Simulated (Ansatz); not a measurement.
Consider the ligand exchange at a Te–B bond: `OB(O)[TeH]` + PH₃ → `P[TeH]` + `OBO`.

Gas-phase electronic energies from Ansatz, PBE0-D4/def2-TZVP geometries. CBS: MP2 limit from def2 TZ/QZ plus the TZ coupled-cluster correction, frozen cores. This one scheme is used for every species. DFT in def2-TZVPP. B3LYP here is the variant with VWN-RPA as its local correlation; programs differ in this. def2 core potentials past Kr. For Te outer-core shells are correlated without core-valence functions, which leaves a few kJ/mol of doubt a bond. One conformer a species, not always the lowest.

```csv
level,ΔE (kJ/mol)
r2SCAN-D4,0.7
ωB97M-V,-1.7
B2PLYP,-4.4
PBE,-4.4
PBE0,-3.9
B3LYP,-8.4
SCS-MP2/def2-TZVPP,0.4
MP2/def2-QZVPP,-0.7
```

(1) What does CCSD(T)/CBS give? (Estimate.)

Largest T1 diagnostic among the species: 0.013.

Results:

(1) Computed: -2.2 kJ/mol. The listed levels differ from it by 2.9, 0.5, -2.2, -2.2, -1.7, -6.2, 2.6, 1.5 kJ/mol.

In def2-TZVPP, CCSD(T) changes the Hartree–Fock value by +10.7 kJ/mol (the triples alone add +1.1 kJ/mol) and MP2 by +10.2 kJ/mol.
